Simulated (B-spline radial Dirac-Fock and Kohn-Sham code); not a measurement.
**Os⁵⁺ 4d5/2: cross section and angular parameters**

System: osmium as Os⁵⁺, configuration 1s2 2s2 2p6 3s2 3p6 3d10 4s2 4p6 4d10 4f14 5s2 5p6 5d3; threshold 348.1 eV (orbital energy of the model). Level of theory: Dirac-Hartree-Slater photoionisation with a Latter tail; cross sections with all multipoles, angular parameters from the dipole term and its interference with E2; an atomic code on a B-spline grid.

```
hν (eV)  σ (kb)       β       γ      δ
    450     335  -0.542  -0.154  0.156
    552     391   0.104   0.086  0.118
    697     376   0.594   0.190  0.057
    800       ?       ?       ?      ?
    957     281   0.986   0.089  0.013
   1000     266   1.024   0.069  0.010
   1410     157   1.233  -0.042  0.006
   1830    95.8   1.313  -0.034  0.014
   2150    68.3   1.339   0.013  0.021
   2590    44.8   1.351   0.106  0.030
   2800    37.2   1.350   0.156  0.034
   2820    36.5   1.350   0.161  0.035
   4000    15.0   1.313   0.452  0.059
   4670    9.78   1.283   0.608  0.073
 5414.7    6.43   1.247   0.767  0.089
   5950    4.88   1.221   0.871  0.100
  11100   0.691   1.009   1.592  0.211
  12000   0.533   0.979   1.682  0.230
```

Problem. Give the values at 800 eV.

Solution. σ = 340 kb, β = 0.795, γ = 0.164, δ = 0.032.

Values without a named source are computed, but for edge energies of neutral atoms, which are taken from tables.
